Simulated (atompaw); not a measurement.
What one change does to a pseudopotential (tantalum, PAW (atompaw))

tantalum, PAW, made with atompaw 4.2.0.5 (LDA (PW92), scalar-relativistic). Core [Xe] 4f14, reference 5d3 6s1.5 6p0.5. Waves: 6s (bound): rc 2.70 bohr; 6s channel at 1.75 Ry: rc 3.00 bohr; 6p (bound): rc 3.00 bohr; 6p channel at 0.35 Ry: rc 3.00 bohr; 5d (bound): rc 1.95 bohr; 5d channel at 1.3 Ry: rc 3.00 bohr. Local part: troulliermartins scheme with l = 3 at 0 Ry, radius 2.90 bohr. Core correction: smooth core density matched at 1.80 bohr. Augmentation charge: sinc compensation charge, radius 2.25 bohr; PAW radius 3.00 bohr; waves and projectors: custom polynom2 7 10 vanderbiltortho.

All-electron outer shells of the reference configuration (LDA (PW92), scalar-relativistic, ld1.x):

```csv
shell,level (eV),outermost node (bohr),outermost maximum (bohr)
5p,-40.35,0.58,1.13
4f,-25.72,–,0.44
6s,-6.13,1.32,2.71
5d,-4.46,0.65,1.58
6p,-1.88,1.59,3.80
```

Change: wave 6s channel at 1.75 Ry: rc 3.00 bohr becomes 6s channel at 1.75 Ry: rc 2.02 bohr.

Cutoffs: the cutoffs (Ry, on a coarse ladder) from which the occupation-weighted sum of valence levels, in a spherical-Bessel basis at the reference potential, stays within 10 and 1 mRy of its value at 400 Ry; they do not see the model core or the augmentation charge, which bear on the density cutoff.

Q: What does the change do?

A: The potential gets neither clearly harder nor softer (18 Ry and 25 Ry → 18 Ry and 25 Ry); a bound ghost appears in s, which as a rule spoils a file; the range in which the s phases agree narrows (upper end 2.0 → -0.2).

```csv
quantity,base,changed
"cutoff, loose",18 Ry,18 Ry
"cutoff, tight",25 Ry,25 Ry
bound ghosts,none,s
s: phases at 3.02 bohr within 0.05 rad from the reference energy up to (Ry; the scan ends near 5),2.0,-0.2
p: phases at 3.02 bohr within 0.05 rad from the reference energy up to (Ry; the scan ends near 5),1.2,1.2
d: phases at 3.02 bohr within 0.05 rad from the reference energy up to (Ry; the scan ends near 5),1.9,1.9
lowest overlap eigenvalue by channel,"s 0.76, p 0.89, d 0.52","s 0.05, p 0.89, d 0.52"
```

 A true bound ghost makes a file unfit for plane-wave use even where its test errors are small: the radial tests pick states by their node count and pass the ghost by. The cutoffs see the waves, projectors and local potential, not the compensation charge or the core.
